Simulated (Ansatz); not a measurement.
Calculated with Ansatz (gas phase, PBE0-D4/def2-TZVP geometries, no zero-point term in ΔE). CCSD(T)/CBS adds triple-zeta CCSD(T) − MP2 to the extrapolated MP2 energy (def2 sets, frozen cores). This one scheme is used for every species. DFT in def2-TZVPP. B3LYP here is the variant with VWN-RPA as its local correlation; programs differ in this. One conformer a species, not always the lowest.

Consider the cleavage of the Si–Si bond: `O[SiH](F)[SiH2][SiH3]` + NH₃ → `N[SiH2][SiH](O)F` + SiH₄.

```tsv
level	ΔE (kcal/mol)	difference from CCSD(T)/CBS
PBE-D4	-3.3	3.5
r2SCAN-D4	-5.8	1.0
PBE0-D4	-4.2	2.6
B3LYP-D4	-7.3	-0.5
ωB97X-V	-7.4	-0.6
ωB97M-V	-8.5	-1.7
B2PLYP	-8.3	-1.5
PBE	-3.5	3.3
r2SCAN	-5.9	0.9
PBE0	-4.5	2.3
B3LYP	-7.7	-0.9
HF/def2-TZVPP	-10.8	-4.0
MP2/def2-TZVPP	-8.6	-1.8
SCS-MP2/def2-TZVPP	-9.5	-2.7
CCSD/def2-TZVPP	-7.6	-0.8
CCSD(T)/def2-TZVPP	-7.1	-0.3
HF/def2-QZVPP	-10.9	-4.1
MP2/def2-QZVPP	-8.5	-1.7
SCS-MP2/def2-QZVPP	-9.3	-2.5
HF/CBS(def2)	-10.9	-4.1
MP2/CBS(def2)	-8.3	-1.5
CCSD/CBS(def2)	-7.3	-0.5
CCSD(T)/CBS	-6.8	0
```

Largest T1 diagnostic among the species: 0.013.

In def2-TZVPP, CCSD(T) changes the Hartree–Fock value by +3.7 kcal/mol (the triples alone add +0.5 kcal/mol) and MP2 by +2.2 kcal/mol. From PBE to PBE0 (25 % exact exchange), in def2-TZVPP and without D4, ΔE moves by −0.9 kcal/mol.
